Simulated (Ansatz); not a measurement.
`[O]=[Mo]([OH])([OH])([OH])[F]`, relaxed with RKS PBE0-D4/def2-TZVP in Ansatz 0.2.0 from a GFN2-xTB geometry. The force threshold is 0.005 eV/Å; the program also tests the step.

The species carries charge 0 and has multiplicity 1. Mo: def2 effective core potential.

Start:

```xyz
9

O     1.555    0.503   -0.845
Mo    0.197    0.131    0.016
O    -0.925    1.436   -0.390
O    -0.714   -0.977   -1.012
O     0.707   -1.224    1.032
F     0.489    1.130    1.550
H    -1.327    2.307   -0.432
H    -1.123   -1.573   -1.641
H     1.141   -1.732    1.721
```

(1) By how much does the energy fall, and how many steps does the optimiser take? (Estimate.)

(2) Which bonds change most? (Estimate.)

(3) Give the relaxed structure. (An estimate is asked.)

Answers

(1) Ansatz gave: 99.19 kJ/mol, in 20 steps, 1 of them rejected.

(2) Computed: Mo2–O5 from 1.768 to 1.881 Å; Mo2–O3 from 1.769 to 1.881 Å; Mo2–O4 from 1.765 to 1.850 Å; Mo2–F6 from 1.854 to 1.908 Å.

(3) The calculation gave: 
```xyz
9

O     1.710    0.532   -0.972
Mo    0.312    0.081   -0.208
O    -1.018    1.379   -0.498
O    -0.473   -1.057   -1.438
O     0.660   -1.353    0.959
F     0.452    1.043    1.435
H    -1.144    2.040    0.189
H    -1.309   -1.524   -1.352
H     0.810   -1.140    1.885
```
